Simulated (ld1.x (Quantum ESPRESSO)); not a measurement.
## Be (Z = 4): variants of one TM potential

Base potential:

```json
{
  "Element": "beryllium",
  "Generator": "ld1.x (Quantum ESPRESSO) 7.5",
  "Type": "norm-conserving Troullier–Martins (Kleinman–Bylander form)",
  "Functional": "PBE",
  "Relativity": "scalar-relativistic",
  "Frozen core": "[He]",
  "Valence charge": "2",
  "Reference configuration": "2s1.75 2p0.25",
  "Partial waves": "2s (bound): rc 1.95 bohr; 2p (bound): rc 4.20 bohr",
  "Local potential": "the p channel",
  "Core correction": "a·sin(br)/r model core inside 1.00 bohr"
}
```

Cutoffs, loose and tight: the cutoffs (Ry, on a coarse ladder) from which the occupation-weighted sum of valence levels, in a spherical-Bessel basis at the reference potential, stays within 10 and 1 mRy of its value at 400 Ry. They do not see the model core or the augmentation charge, which bear on the density cutoff. Test errors are all-electron minus pseudo excitation energies from the reference, over the configurations 2s2 2p0; 2s1 2p0; 2s1.5 2p0; 2s0 2p1; 2s0 2p2; 2s1 2p1. A dash means not determined; rows that change the core or the reference have their own tests.

```tsv
change	outcome	cutoff, loose	cutoff, tight	bound ghosts	largest test error (meV)
base	generated	10 Ry	21 Ry	none	-189
wave 2s (bound): rc 1.95 bohr becomes 2s (bound): rc 1.78 bohr	generated	10 Ry	18 Ry	none	-185
core correction a·sin(br)/r model core inside 1.34 bohr	generated	10 Ry	21 Ry	none	-186
type PAW; waves now 2s (bound): rcut 1.70, rcutus 1.95 bohr; 2s channel at -0.05 Ry: rcut 1.70, rcutus 1.95 bohr; 2p (bound): rcut 3.65, rcutus 4.20 bohr; 2p channel at 1.45 Ry: rcut 3.65, rcutus 4.20 bohr; local potential all-electron potential smoothed inside 3.35 bohr (lloc = -1); augmentation BESSEL, radius 1.20 bohr	generated	6 Ry	8 Ry	none	test run stopped at test 1 of 6 (negative rho)
core none, valence charge 4; reference 1s2 2s1.5 2p0.5; waves now 2p (bound): rc 4.20 bohr; 1s (bound): rc 0.50 bohr; local potential the s channel; core correction none	generated	300 Ry	over 300 Ry	none	+375 over the solved tests; 1 of 7 tests not solved or not reliable
all radii but the core radius scaled by about 1.24 (s 2.42, p 5.22 bohr)	generated	8 Ry	12 Ry	none	-374
local potential the s channel	generated	10 Ry	25 Ry	none	-174
```
